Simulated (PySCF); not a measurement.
C₆ coefficients of unlike pairs at wB97M-V

Calculated with PySCF 2.14 from the dipole response of each species, C₆(A,B) = (3/π) ∫ α_A(iu) α_B(iu) du, in atomic units, from isotropic polarisabilities. For ions this is the dispersion term alone; charge-induced terms of lower order in 1/R come first.

```json
{"species": "C", "configuration": "[He] 2s2 2p2 (3P)", "basis": "aug-cc-pCVTZ-DK (7s6p4d2f)", "relativity": "spin-free X2C", "α (bohr³)": "12.58", "C₆ (like pair)": "50.47"}
{"species": "O⁺", "configuration": "[He] 2s2 2p3 (4S)", "basis": "aug-cc-pVTZ (5s4p3d2f)", "relativity": "none", "α (bohr³)": "2.603", "C₆ (like pair)": "5.160"}
{"species": "Se", "configuration": "[Ar] 3d10 4s2 4p4 (3P)", "basis": "def2-TZVPPD (7s6p5d1f)", "relativity": "none", "α (bohr³)": "26.64", "C₆ (like pair)": "218.1"}
{"species": "Se⁺", "configuration": "[Ar] 3d10 4s2 4p3 (4S)", "basis": "def2-TZVPPD (7s6p5d1f)", "relativity": "none", "α (bohr³)": "14.47", "C₆ (like pair)": "87.64"}
```

(1) Estimate C₆ for Se with O⁺.

No spin-orbit coupling is included.

The other pairs:

| pair | C₆ |
| --- | --- |
| Se⁺, C | 66.07 |
| Se⁺, O⁺ | 20.27 |
| Se, C | 104.9 |
| O⁺, C | 14.85 |
| Se⁺, Se | 137.0 |

Results:

(1) The integral gives 30.63. The combination rule 2 C_A C_B / (C_A α_B/α_A + C_B α_A/α_B) gives 30.37 and the geometric mean 33.55.
